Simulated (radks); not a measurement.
The iodine ion I+ inside a hard spherical wall (all orbitals vanish at R), configuration held at [Kr] 4d10 5s2 5p4 and not refilled when levels cross. Calculated with a radial shooting solver on a logarithmic mesh with Libxc functionals: scalar-relativistic Kohn-Sham, r2SCAN, spin-unpolarised, spherical densities, finite nucleus; meta-GGA in the generalised Kohn-Sham scheme; Fermi nuclear charge, rms radius 4.75 fm. Eigenvalues in eV, with the zero of energy where the potential of the charges vanishes at infinity; a dash marks a level that is unbound or too diffuse for the functional's potential to be trusted. A positive occupied level is held by the wall or, in an anion where self-interaction has pushed it up, behind a barrier. The pressure on the wall is -dE/dV.

R (bohr)	E (hartree)	kinetic (hartree)	e(4p)	e(4d)	e(5s)	e(5p)	e(6s, empty)	e(5d, empty)	pressure (GPa)
free	-7116.69320	7470.029	-140.42	-61.021	-26.857	-15.621	-	-	0
15	-7116.69320	7470.029	-140.42	-61.021	-26.857	-15.621	-	-	< 0.0001
12	-7116.69320	7470.029	-140.42	-61.021	-26.857	-15.621	-4.161	-3.171	< 0.0001
4	-7116.40237	7471.848	-136.09	-56.819	-23.546	-11.484	19.545	6.438	77.5
3.5	-7115.97199	7473.959	-132.53	-53.400	-20.341	-7.296	36.112	13.538	255
3	-7114.86436	7478.716	-126.35	-47.523	-13.533	1.503	67.080	27.199	912
2.5	-7111.78785	7490.672	-115.09	-36.788	2.689	21.746	129.48	55.694	3820
1.5	-7061.56772	7657.576	-30.570	53.451	208.74	251.26	659.54	314.55	167000
